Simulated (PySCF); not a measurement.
B3LYP has the VWN-RPA correlation part, as in Gaussian. 

**[Cd(F)2] (charge 0, multiplicity 1)**

The numbers are results of B3LYP-D3(BJ)/def2-TZVP // TPSS-D3(BJ)/def2-SVP (PySCF), not measurements.

```
Property                                                        Value
-------------------------------------  ------------------------------
HOMO                                                         -9.81 eV
dipole moment                                                  0.00 D
LUMO                                                         -2.85 eV
HOMO–LUMO gap                                                 6.96 eV
charge on the central atom (Mulliken)                          1.09 e
total energy                                             -367.6278 Ha
cost                                   around 14 core-seconds (rough)
```

```xyz
3

Cd     0.0000     0.0000     0.0000
F     -1.1372    -0.2106    -1.5419
F      1.1372     0.2106     1.5420
```
